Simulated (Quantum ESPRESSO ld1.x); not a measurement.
Isoelectronic series with 3 electrons, each ion in its NIST ground configuration. Method: scalar-relativistic Kohn-Sham, LDA (Slater exchange, Perdew-Zunger correlation), spin-polarised, spherical densities, point nucleus; open shells are filled with parallel spins first; computed with ld1.x of Quantum ESPRESSO 7.5. Total energies (hartree) and mean radii <r> (bohr) (* marks an orbital that is empty in some or all of the ions):

ion	configuration	E (hartree)	2s down*	2s up	1s down	1s up
Li	[He] 2s1	-7.3434	4.316	3.823	0.5882	0.5892
Be+	[He] 2s1	-14.1167	2.382	2.265	0.4233	0.4240
B2+	[He] 2s1	-23.1414	1.681	1.629	0.3303	0.3308
C3+	[He] 2s1	-34.4187	1.305	1.276	0.2707	0.2711
N4+	[He] 2s1	-47.9505	1.068	1.050	0.2293	0.2296
O5+	[He] 2s1	-63.7393	0.9046	0.8922	0.1989	0.1991
F6+	[He] 2s1	-81.7882	0.7849	0.7759	0.1755	0.1757
Ne7+	[He] 2s1	-102.1001	0.6932	0.6864	0.1571	0.1572
Mg9+	[He] 2s1	-149.5279	0.5619	0.5577	0.1298	0.1299
Al10+	[He] 2s1	-176.6518	0.5133	0.5098	0.1194	0.1194
Si11+	[He] 2s1	-206.0553	0.4724	0.4695	0.1105	0.1106
P12+	[He] 2s1	-237.7431	0.4375	0.4351	0.1028	0.1029
S13+	[He] 2s1	-271.7209	0.4074	0.4053	0.09616	0.09622
Cl14+	[He] 2s1	-307.9943	0.3811	0.3793	0.09029	0.09035
Ar15+	[He] 2s1	-346.5695	0.3580	0.3564	0.08509	0.08514
K16+	[He] 2s1	-387.4533	0.3375	0.3361	0.08045	0.08049
Ca17+	[He] 2s1	-430.6525	0.3192	0.3180	0.07628	0.07632
Sc18+	[He] 2s1	-476.1747	0.3027	0.3016	0.07251	0.07255
Ti19+	[He] 2s1	-524.0278	0.2878	0.2869	0.06909	0.06912
V20+	[He] 2s1	-574.2200	0.2743	0.2734	0.06597	0.06600
Cr21+	[He] 2s1	-626.7600	0.2620	0.2612	0.06311	0.06314
